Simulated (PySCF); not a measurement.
Spinor energies of In(25+) (indium, charge +25)

Start: [Ar] 3d6; 3d3/2 filled at m_j = -3/2, -1/2, +1/2, +3/2; 3d5/2 filled at m_j = +3/2, +5/2. Calculated with PySCF 2.14 in an uncontracted even-tempered set (16 s from 3.5 bohr⁻², ratio 2.8; 12 p from 4.5 bohr⁻², ratio 2.8; 8 d from 4.5 bohr⁻², ratio 2.8; 3 f from 17 bohr⁻², ratio 3): generalised Hartree-Fock with the X2C-1e Hamiltonian and a Gaussian nucleus; one run each with spin-orbit coupling (SO) switched off, then screened by Boettger's factors.

| spinor shell | electrons | ε, spin-free (eV) | ε, screened SO (eV) | weight of nominal j (screened SO) | rms radius, screened SO (bohr) |
| --- | --- | --- | --- | --- | --- |
| 1s1/2 | 2 | -29055.7 | -29052.9 | 1.000 | 0.0340 |
| 2s1/2 | 2 | -5247.2 | -5246.0 | 1.000 | 0.139 |
| 2p1/2 | 2 | -4804.3 | -4954.8 | 0.999 | 0.120 |
| 2p3/2 | 4 | -4804.3 | -4734.4 | 0.999 | 0.125 |
| 3s1/2 | 2 | -1694.3 | -1694.0 | 1.000 | 0.355 |
| 3p1/2 | 2 | -1543.3 | -1582.1 | 0.948 | 0.346 |
| 3p3/2 | 4 | -1543.3 | -1525.0 | 0.974 | 0.356 |
| 3d3/2 | 4 | -1344.1 | -1345.1 | 0.759 | 0.320 |
| 3d5/2 | 2 | -1344.1 | -1343.3 | 0.776 | 0.321 |

```json
{"quantity": "E (hartree)", "spin-free": "-5518.89699", "screened SO": "-5520.42472"}
{"quantity": "M_J", "spin-free": "4", "screened SO": "4"}
{"quantity": "⟨J²⟩", "spin-free": "20.001", "screened SO": "20.031"}
{"quantity": "⟨L²⟩", "spin-free": "6.000", "screened SO": "7.372"}
{"quantity": "⟨S²⟩", "spin-free": "6.000", "screened SO": "5.186"}
```

Each row is a mean over spinors that exchange with the open shell spreads, by up to 32.119 eV (3p3/2).

Rows whose weight is well below 1 are mixtures of j = l ± 1/2: exchange outweighs spin-orbit coupling there, and the label is only the starting occupation.

Breit and QED terms are absent; they matter most for the inner s and p1/2 levels.

Densities and radii are taken from the X2C orbitals without a picture-change correction, which distorts them close to the nucleus.

Without spin-orbit coupling the j labels of p, d and f shells carry no meaning; the spin-free column gives the mean over the occupied spinors of each nl shell.
